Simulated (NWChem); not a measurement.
System: SiH3Cl; SMILES [SiH3]Cl

NWChem printed, in part:

```
             Northwest Computational Chemistry Package (NWChem) 7.3.0
             --------------------------------------------------------

 C3  symmetry detected

                             Geometry "geometry" -> ""
                             -------------------------

 Output coordinates in angstroms (scale by  1.889725989 to convert to a.u.)

  No.       Tag          Charge          X              Y              Z
 ---- ---------------- ---------- -------------- -------------- --------------
    1 Si                  14.0000     0.00000000     0.00000000    -0.96495209
    2 Cl                  17.0000     0.00000000    -0.00000000     1.04516409
    3 H                    1.0000    -0.77422567    -1.14929536    -1.41948677
    4 H                    1.0000     1.38243181    -0.09585142    -1.41948677
    5 H                    1.0000    -0.60820614     1.24514678    -1.41948677

 Effective nuclear repulsion energy (a.u.)      88.1010985378

      Symmetry information
      --------------------

 Group name             C3
 Group number              5
 Group order               3
 No. of unique centers     3

                                Z-matrix (autoz)
                                --------

 Units are Angstrom for bonds and degrees for angles

      Type          Name      I     J     K     L     M      Value
      ----------- --------  ----- ----- ----- ----- ----- ----------
    1 Stretch                  1     2                       2.01012
    2 Stretch                  1     3                       1.45839
    3 Stretch                  1     4                       1.45839
    4 Stretch                  1     5                       1.45839
    5 Bend                     2     1     3               108.15980
    6 Bend                     2     1     4               108.15980
    7 Bend                     2     1     5               108.15980
    8 Bend                     3     1     4               110.75019
    9 Bend                     3     1     5               110.75019
   10 Bend                     4     1     5               110.75019

                           NWChem Geometry Optimization
                           ----------------------------

 maximum gradient threshold         (gmax) =   0.000450
 rms gradient threshold             (grms) =   0.000300
 maximum cartesian step threshold   (xmax) =   0.001800
 rms cartesian step threshold       (xrms) =   0.001200
 fixed trust radius                (trust) =   0.300000
 source of zmatrix                         =   autoz

          -------------------
          Energy Minimization
          -------------------

 Using diagonal initial Hessian
 Scaling for Hessian diagonals: bonds = 1.00  angles = 0.25  torsions = 0.10

          --------
          Step   0

                                 NWChem DFT Module
                                 -----------------

 Summary of "ao basis" -> "ao basis" (spherical)
 ------------------------------------------------------------------------------
       Tag                 Description            Shells   Functions and Types
 ---------------- ------------------------------  ------  ---------------------
 Si                         def2-svp                 8       18   4s3p1d
 Cl                         def2-svp                 8       18   4s3p1d
 H                          def2-svp                 3        5   2s1p

      Symmetry analysis of basis
      --------------------------

        a          21
        e+         15
        e-         15

  Rotation of axis

            General Information
            -------------------
          SCF calculation type: DFT
          Wavefunction type:  closed shell.
          No. of atoms     :     5
          No. of electrons :    34
           Alpha electrons :    17
            Beta electrons :    17
          Charge           :     0
          Spin multiplicity:     1
          Use of symmetry is: on ; symmetry adaption is: on
          Maximum number of iterations: 150
          AO basis - number of functions:    51
                     number of shells:    25
          Convergence on energy requested:  1.00D-06
          Convergence on density requested:  1.00D-05
          Convergence on gradient requested:  5.00D-04

              XC Information
              --------------
                         PBE0 Method XC Functional
                     Hartree-Fock (Exact) Exchange  0.250
          PerdewBurkeErnzerhof Exchange Functional  0.750
            Perdew 1991 LDA Correlation Functional  1.000 local
           PerdewBurkeErnz. Correlation Functional  1.000 non-local

             Grid Information
             ----------------
          Grid used for XC integration:  medium
          Radial quadrature: Mura-Knowles
          Angular quadrature: Lebedev.
          Tag              B.-S. Rad. Rad. Pts. Rad. Cut. Ang. Pts.
          ---              ---------- --------- --------- ---------
          Si                  1.10       88           7.0       590
          Cl                  1.00       88           8.0       590
          H                   0.35       45           8.0       434
          Grid pruning is: on
          Number of quadrature shells:   221
          Spatial weights used:  Erf1

      Superposition of Atomic Density Guess
      -------------------------------------

 Sum of atomic energies:        -749.55990056

      Non-variational initial energy
      ------------------------------

 Total energy =    -750.080907
 1-e energy   =   -1212.138145
 2-e energy   =     373.956139
 HOMO         =      -0.387358
 LUMO         =       0.074902

      Symmetry analysis of molecular orbitals - initial
      -------------------------------------------------

  Numbering of irreducible representations:

     1 a           2 e+          3 e-

  Orbital symmetries:

     1 a           2 a           3 a           4 a           5 e+
     6 e+          7 a           8 e+          9 e+         10 a
    11 a          12 a          13 a          14 e+         15 e+
    16 e+         17 e+         18 a          19 e+         20 e+
    21 a          22 a          23 e+         24 e+         25 a
    26 e+         27 e+

   convergence    iter        energy       DeltaE   RMS-Dens  Diis-err
 ---------------- ----- ----------------- --------- --------- ---------
 d= 0,ls=0.0,diis     1   -750.9869123321 -8.39D+02  1.21D-02  1.93D-01
 d= 0,ls=0.0,diis     2   -750.9971857664 -1.03D-02  6.71D-03  8.59D-02
 d= 0,ls=0.0,diis     3   -751.0103040969 -1.31D-02  1.55D-03  6.76D-03
 d= 0,ls=0.0,diis     4   -751.0112742292 -9.70D-04  2.23D-04  9.89D-05
 d= 0,ls=0.0,diis     5   -751.0112872693 -1.30D-05  3.53D-05  2.60D-06
 d= 0,ls=0.0,diis     6   -751.0112876378 -3.68D-07  4.83D-06  9.02D-08

         Total DFT energy =     -751.011287637815
      One electron energy =    -1213.471303188182
           Coulomb energy =      424.409693083329
    Exchange-Corr. energy =      -50.050776070760
 Nuclear repulsion energy =       88.101098537798

 Numeric. integr. density =       34.000010371694

                  Occupations of the irreducible representations
                  ----------------------------------------------

                     irrep           alpha         beta
                     --------     --------     --------
                     a                 9.0          9.0
                     e+                8.0          8.0
                     e-                0.0          0.0

                       DFT Final Molecular Orbital Analysis
                       ------------------------------------

 Vector   15  Occ=2.000000D+00  E=-4.009477D-01  Symmetry=e+
              MO Center= -1.3D-01, -2.7D-01, -5.9D-01, r^2= 2.8D+00
   Bfn.  Coefficient  Atom+Function         Bfn.  Coefficient  Atom+Function
  ----- ------------  ---------------      ----- ------------  ---------------
    37      0.297414  3 H  s                 30     -0.236968  2 Cl py
     9     -0.223769  1 Si py                27     -0.189461  2 Cl py
    29     -0.181589  2 Cl px                12     -0.175183  1 Si py
     8     -0.171475  1 Si px                42     -0.164446  4 H  s
    26     -0.145185  2 Cl px                11     -0.134243  1 Si px

[...]

      ----------------------
      Optimization converged
      ----------------------

  Step       Energy      Delta E   Gmax     Grms     Xrms     Xmax
  ---- ---------------- -------- -------- -------- -------- --------
@    4    -751.01376422 -1.9D-07  0.00009  0.00004  0.00030  0.00062
                                     ok       ok       ok       ok

                                Z-matrix (autoz)
                                --------

 Units are Angstrom for bonds and degrees for angles

      Type          Name      I     J     K     L     M      Value     Gradient
      ----------- --------  ----- ----- ----- ----- ----- ---------- ----------
    1 Stretch                  1     2                       2.06777   -0.00009
    2 Stretch                  1     3                       1.48921    0.00004
    3 Stretch                  1     4                       1.48921    0.00004
    4 Stretch                  1     5                       1.48921    0.00004
    5 Bend                     2     1     3               108.88793   -0.00002
    6 Bend                     2     1     4               108.88793   -0.00002
    7 Bend                     2     1     5               108.88793   -0.00002
    8 Bend                     3     1     4               110.04816    0.00002
    9 Bend                     3     1     5               110.04816    0.00002
   10 Bend                     4     1     5               110.04816    0.00002

                         Geometry "geometry" -> "geometry"
                         ---------------------------------

 Output coordinates in angstroms (scale by  1.889725989 to convert to a.u.)

  No.       Tag          Charge          X              Y              Z
 ---- ---------------- ---------- -------------- -------------- --------------
    1 Si                  14.0000     0.00000000    -0.00000000    -0.95995378
    2 Cl                  17.0000    -0.00000000     0.00000000     1.10781595
    3 H                    1.0000    -0.78722527    -1.16859254    -1.44203683
    4 H                    1.0000     1.40564346    -0.09746081    -1.44203683
    5 H                    1.0000    -0.61841819     1.26605335    -1.44203683

 Effective nuclear repulsion energy (a.u.)      85.7469389803

      Symmetry information
      --------------------

 Group name             C3
 Group number              5
 Group order               3
 No. of unique centers     3

                Final and change from initial internal coordinates
                --------------------------------------------------

                                Z-matrix (autoz)
                                --------

 Units are Angstrom for bonds and degrees for angles

      Type          Name      I     J     K     L     M      Value       Change
      ----------- --------  ----- ----- ----- ----- ----- ---------- ----------
    1 Stretch                  1     2                       2.06777    0.05765
    2 Stretch                  1     3                       1.48921    0.03081
    3 Stretch                  1     4                       1.48921    0.03081
    4 Stretch                  1     5                       1.48921    0.03081
    5 Bend                     2     1     3               108.88793    0.72812
    6 Bend                     2     1     4               108.88793    0.72812
    7 Bend                     2     1     5               108.88793    0.72812
    8 Bend                     3     1     4               110.04816   -0.70203
    9 Bend                     3     1     5               110.04816   -0.70203
   10 Bend                     4     1     5               110.04816   -0.70203

 ==============================================================================
                                internuclear distances
 ------------------------------------------------------------------------------
       center one      |      center two      | atomic units |  angstroms
 ------------------------------------------------------------------------------
    2 Cl               |   1 Si               |     3.90752  |     2.06777
    3 H                |   1 Si               |     2.81419  |     1.48921
    4 H                |   1 Si               |     2.81419  |     1.48921
    5 H                |   1 Si               |     2.81419  |     1.48921
 ------------------------------------------------------------------------------
                         number of included internuclear distances:          4
 ==============================================================================

[second-derivative integrals and response iterations left out]

  Vibrational analysis via the FX method

  See chapter 2 in "Molecular Vibrations" by Wilson, Decius and Cross

  Vib: Default input used

[...]

 Rotational Constants
 --------------------
 A=   2.808410 cm-1  (  4.040585 K)
 B=   0.218570 cm-1  (  0.314467 K)
 C=   0.218570 cm-1  (  0.314467 K)

 Temperature                      =   298.15K
 frequency scaling parameter      =   1.0000

 Zero-Point correction to Energy  =   16.446 kcal/mol  (  0.026209 au)
 Thermal correction to Energy     =   18.586 kcal/mol  (  0.029618 au)
 Thermal correction to Enthalpy   =   19.178 kcal/mol  (  0.030562 au)

 Total Entropy                    =   59.866 cal/mol-K
   - Translational                =   38.461 cal/mol-K (mol. weight =  65.9693)
   - Rotational                   =   19.821 cal/mol-K (symmetry #  =        3)
   - Vibrational                  =    1.584 cal/mol-K

 Cv (constant volume heat capacity) =   10.215 cal/mol-K
   - Translational                  =    2.979 cal/mol-K
   - Rotational                     =    2.979 cal/mol-K
   - Vibrational                    =    4.257 cal/mol-K

[normal modes left out]

 ----------------------------------------------------------------------------
 Normal Eigenvalue ||           Projected Infra Red Intensities
  Mode   [cm**-1]  || [atomic units] [(debye/angs)**2] [(KM/mol)] [arbitrary]
 ------ ---------- || -------------- ----------------- ---------- -----------
    1       -0.000 ||    0.000004           0.000         0.004       0.001
    2        0.000 ||    0.000492           0.011         0.479       0.092
    3        0.000 ||    0.000492           0.011         0.480       0.092
    4        0.000 ||    0.000001           0.000         0.001       0.000
    5        0.000 ||    0.000583           0.013         0.568       0.109
    6        0.000 ||    0.000580           0.013         0.565       0.108
    7      560.243 ||    0.063346           1.461        61.753      11.839
    8      660.371 ||    0.029315           0.676        28.578       5.479
    9      660.374 ||    0.029317           0.676        28.579       5.479
   10      941.450 ||    0.065615           1.514        63.964      12.263
   11      941.454 ||    0.065614           1.514        63.964      12.263
   12      960.588 ||    0.277639           6.405       270.656      51.888
   13     2254.707 ||    0.048912           1.128        47.682       9.141
   14     2265.316 ||    0.110316           2.545       107.541      20.617
   15     2265.330 ||    0.110382           2.547       107.606      20.629
 ----------------------------------------------------------------------------
```

Level: PBE0/def2-SVP. 

Task: Which NWChem input produces such a log?

Result: This is not unique; one that fits is the input that was run:
```
start job
memory heap 200 mb stack 900 mb global 1100 mb
geometry units angstroms
  Si    -1.048871    -0.029297    -0.038788
  Cl     0.959090     0.026790     0.035468
  H     -1.439255    -1.007932    -1.047157
  H     -1.527826     1.300802    -0.396966
  H     -1.541673    -0.418852     1.277391
end
basis spherical
  * library def2-svp
end
dft
  xc pbe0
  iterations 150
end
driver
  maxiter 120
end
task dft optimize
task dft freq
```
